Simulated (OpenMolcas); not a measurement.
## V3+ in a point-charge field

V3+ among 4 point charges of -0.75 e arranged as a tetrahedron (Td), 1.74 Å from the ion.
```
   1.0046    1.0046    1.0046  -0.75
   1.0046   -1.0046   -1.0046  -0.75
  -1.0046    1.0046   -1.0046  -0.75
  -1.0046   -1.0046    1.0046  -0.75
```

| Item | Value |
| --- | --- |
| Program | OpenMolcas 26.06 |
| Method | SS-CASPT2, IPEA 0.25 Eh, imaginary shift 0.1 Eh (closed shells correlated: 3s 3p) |
| Basis | ANO-RCC-VDZP [5s4p2d1f] |
| Scalar Hamiltonian | DKH2, point nucleus |
| Active space | 2 electrons in 5 orbitals (3d) |
| State averaging | 2S+1 = 3 even, 10 roots; 2S+1 = 1 even, 15 roots |
| Spin-orbit coupling | RASSI with atomic mean-field integrals over the reference wave functions |

The lowest spin-free states (labels of Td), above the lowest:

```tsv
State	Degeneracy	E (cm-1)	Free-ion L (%)
3A2	1	0	F (100)
3T2	3	1090	F (100)
3T1	3	2840	F (100)
1E	2	11580	D (96)
1T2	3	12620	D (99)
3T1	3	15230	P (100)
1A1	1	19590	G (100)
1T1	3	20160	G (100)
1E	2	20980	G (96)
1T2	3	21460	G (99)
1A1	1	45710	S (100)
```

The lowest levels with spin-orbit coupling:

```csv
E (cm-1),Degeneracy,Label,2S+1
0,3,T2,3
1070,1,A2,3
1140,2,E,3
1180,3,T2,3
1210,3,T1,3
2790,3,T2,3
2840,2,E,3
3110,3,T1,3
3240,1,A1,3
11660,2,E,1
12680,3,T2,1
15100,1,A1,3
15210,3,T1,3
15450,2,E,3
15460,3,T2,3
19680,1,A1,1
20260,3,T1,1
21070,2,E,1
21550,3,T2,1
45810,1,A1,1
```

Powder χT (cm3 K/mol): 0.367 at 2 K, 0.381 at 10 K, 0.447 at 50 K, 0.529 at 100 K, 0.694 at 200 K, 0.861 at 300 K. The effective moment at 300 K is 2.828 √(χT) = 2.62 μB.

The lowest level has 2S+1 = 3, for which the spin-only value is χT = S(S+1) / 2 = 1.000 cm3 K/mol (g = 2). The computed 0.861 at 300 K differs by -0.139, through orbital momentum, spin-orbit coupling and any other state in reach.

Roots that are degenerate in the reference are averaged as groups; the widest CASPT2 spread within a group is 440 cm-1 (the 3-fold group of multiplicity 3 near 1090 cm-1 above the lowest state of its run). Shifts and gaps below about the spread of the groups concerned are not significant. The ground term spreads over less than 5000 cm-1, several times less than with real ligands, so orbital moments are less quenched and χT lies further from the spin-only value than at real sites. Free-ion shares, where given, are those of the reference states; single-state CASPT2 does not remix them. Point charges carry no covalency, so the field is a model and not that of real ligands. No measured value stands beside these numbers.

The CASPT2 steps took 2.2 s on 1 thread of Arm Neoverse V1, on a shared host; the integral step is not counted.
